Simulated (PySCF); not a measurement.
C₂H₇NOSi₂, SMILES N#CO[SiH2][SiH2]C.

Geometry: PBE0-D3(BJ)/def2-SVP. This is a generated structure with no PubChem entry under its InChIKey; it may be hypothetical. One conformer was computed; it need not be the lowest.

All values below come from r2SCAN/def2-TZVP (PySCF).

Isolated molecule, no solvent.

* **total energy**: -789.32407 hartree
* **highest occupied level**: -7.21 eV
* **lowest empty level**: -1.91 eV
* **orbital gap**: 5.30 eV
* **dipole moment**: 5.75 D
* **quadrupole, principal values (traceless, Buckingham form, about the centre of nuclear charge)**: -14.79, 5.78, 9.01 D·Å
* **mean static polarisability**: 85.7 bohr³ (12.71 Å³)
* **polarisability, principal values**: 70.4, 86.6, 100.3 bohr³
